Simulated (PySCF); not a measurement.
C₄H₇B.
SMILES with atom numbers: `[BH2:1][C@@H:2]1[CH2:3][C:4]1=[CH2:5]` (hydrogens: H6, H7 on B1; H8 on C2; H9, H10 on C3; H11, H12 on C5)

Computed, not measured: PBE0-D3(BJ)/def2-SVP geometry optimisation, gas phase in PySCF.

Q: List the bond lengths, angles and torsions at this level.

A: 
```json
{"bond": "B1–C2", "length (Å)": "1.532", "order": "single"}
{"bond": "C2–C3", "length (Å)": "1.543", "order": "single"}
{"bond": "C3–C4", "length (Å)": "1.443", "order": "single"}
{"bond": "C4=C5", "length (Å)": "1.323", "order": "double"}
{"bond": "C2–C4", "length (Å)": "1.495", "order": "single"}
{"bond": "B1–H6, B1–H7", "length (Å)": "1.210", "order": "single"}
{"bond": "C2–H8", "length (Å)": "1.096", "order": "single"}
{"bond": "C3–H9", "length (Å)": "1.095", "order": "single"}
{"bond": "C3–H10", "length (Å)": "1.095", "order": "single"}
{"bond": "C5–H11", "length (Å)": "1.093", "order": "single"}
{"bond": "C5–H12", "length (Å)": "1.094", "order": "single"}
```

Bonds in one row agree within 0.01 Å and their mean is given. Orders are formal, as drawn. A selection of angles:
```json
{"angle": "C2–B1–H6", "degrees": "121.2"}
{"angle": "C2–B1–H7", "degrees": "119.1"}
{"angle": "H6–B1–H7", "degrees": "119.5"}
{"angle": "B1–C2–C3", "degrees": "119.6"}
{"angle": "B1–C2–C4", "degrees": "107.8"}
{"angle": "B1–C2–H8", "degrees": "121.3"}
{"angle": "C3–C2–C4", "degrees": "56.7"}
{"angle": "C3–C2–H8", "degrees": "116.7"}
{"angle": "C4–C2–H8", "degrees": "115.6"}
{"angle": "C2–C3–C4", "degrees": "60.0"}
{"angle": "C2–C3–H9", "degrees": "116.2"}
{"angle": "C2–C3–H10", "degrees": "117.6"}
{"angle": "C4–C3–H9", "degrees": "117.7"}
{"angle": "C4–C3–H10", "degrees": "119.6"}
{"angle": "H9–C3–H10", "degrees": "114.8"}
{"angle": "C3–C4–C5", "degrees": "150.9"}
{"angle": "C2–C4–C3", "degrees": "63.3"}
{"angle": "C2–C4–C5", "degrees": "145.7"}
{"angle": "C4–C5–H11", "degrees": "121.4"}
{"angle": "C4–C5–H12", "degrees": "120.7"}
{"angle": "H11–C5–H12", "degrees": "117.9"}
```

Dihedral angles: B1–C2–C3–C4 -93° (anticlinal); C2–C3–C4–C5 180° (antiperiplanar); B1–C2–C4–C3 114° (anticlinal).

B1 (three-coordinate boron) is planar (angles 121.2°, 119.5° and 119.1°, sum 359.9°, 0.02 Å off the plane of its three neighbours). The 3-membered ring C2–C3–C4 has internal angles of 56.7° to 63.3°. The 4 C–C bonds span 1.323 Å (C4=C5, drawn double) to 1.543 Å (C2–C3, drawn single), a spread of 0.220 Å.

Point group: C1 (no symmetry element, even within 0.4 Å). Not checked by PBE0-D3(BJ)/def2-SVP frequencies. One conformer, not necessarily the lowest (H–B1–C2–C3 -175° and 8°).

The run took 32 s wall on one thread of an Arm Neoverse V1, no GPU, on a shared host. These figures are those of the optimisation.
